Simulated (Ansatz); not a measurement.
Reaction (formal exchange of groups at the Si–O bond): `CO[SiH3]` + `CS[SiH](N)F` → `CS[SiH](F)[SiH3]` + `CON`

Gas-phase electronic energies from Ansatz, PBE0-D4/def2-TZVP geometries. CCSD(T)/CBS is the MP2 limit (def2-TZVPP, def2-QZVPP) plus CCSD(T) − MP2 in def2-TZVPP, frozen cores. This one scheme is used for every species. Functionals use def2-TZVPP. One conformer a species, not always the lowest.

`CO[SiH3]`:

Cartesian coordinates in Å:
```
C -1.190 0.152 -0.643
O -0.464 0.348 0.548
Si 1.107 -0.104 0.704
H -0.735 0.688 -1.484
H -2.200 0.537 -0.495
H -1.259 -0.911 -0.903
H 1.516 0.267 2.077
H 1.962 0.594 -0.298
H 1.263 -1.571 0.495
```

`CS[SiH](N)F`:

Z-matrix (Å, degrees):
```
C
S 1 1.818
H 1 1.088 2 110.9
H 1 1.089 2 111.1 3 -122.7
H 1 1.089 2 106.5 3 118.9
Si 2 2.111 1 100.8 3 55.7
F 6 1.605 2 106.9 1 -36.8
N 6 1.689 2 106.3 1 -160.5
H 6 1.479 2 115.9 1 79.0
H 8 1.006 6 122.4 2 -152.2
H 8 1.006 6 122.8 2 44.0
```

`CS[SiH](F)[SiH3]`:

Z-matrix (Å, degrees):
```
C
S 1 1.818
H 1 1.089 2 106.7
H 1 1.089 2 110.8 3 118.7
H 1 1.089 2 110.8 3 -118.7
Si 2 2.109 1 101.2 3 -171.8
Si 6 2.341 2 107.1 1 167.1
F 6 1.608 2 112.0 1 -72.4
H 6 1.487 2 108.8 1 43.2
H 7 1.486 6 110.1 2 48.0
H 7 1.487 6 109.0 2 -71.9
H 7 1.487 6 110.0 2 168.5
```

`CON`:

```xyz
8

C     0.911   -0.366    0.292
O     0.104    0.713   -0.109
N    -1.210    0.235   -0.340
H     0.962   -1.139   -0.482
H     0.545   -0.818    1.220
H     1.907    0.050    0.457
H    -1.800    0.809    0.257
H    -1.420    0.515   -1.295
```

```
           species  PBE-D4 energy (Eh)
        `CO[SiH3]`          -406.21259
     `CS[SiH](N)F`          -883.70436
`CS[SiH](F)[SiH3]`         -1118.89502
             `CON`          -170.89444
```

Work out ΔE.

ΔE = (-1118.89502) + (-170.89444) − (-406.21259) − (-883.70436) = 0.12749 Eh = +3.47 eV. CCSD(T)/CBS gives +3.96 eV.

Largest T1 diagnostic among the species: 0.012.

In def2-TZVPP, CCSD(T) changes the Hartree–Fock value by −0.32 eV (the triples alone add −0.06 eV) and MP2 by −0.08 eV. From PBE to PBE0 (25 % exact exchange), in def2-TZVPP and without D4, ΔE moves by +0.21 eV.
